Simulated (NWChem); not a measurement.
**A calculation on BrSn (+1)**

```xyz
2

Sn     0.0000     0.0000    -0.9987
Br     0.0000     0.0000     1.4267
```
Charge +1, spin multiplicity 1.

Program: NWChem. The geometry was optimised at PBE0/def2-SVP with def2 effective core potentials on Sn, a minimum by its harmonic frequencies.

Symmetry labels belong to the abelian group C2v used in the runs, with the axes of the coordinates shown; states degenerate in a higher group split over its labels.

Effective core potentials replace the inner electrons of Sn; spin-orbit coupling is left out. The spin multiplicity of the parent species was assumed, not shown to be that of its ground state. The structure started from a generated list of species.

Question: List the lowest 3 singlet excitations that CIS/def2-SVPD with def2 effective core potentials on Sn gives, with oscillator strengths.

Answer: 
| state | symmetry | energy (eV) | wavelength (nm) | f |
|---|---|---|---|---|
| 1 | b2 | 4.82 | 257 | 0.066 |
| 2 | b1 | 4.82 | 257 | 0.066 |
| 3 | a2 | 5.29 | 235 | 0.000 |
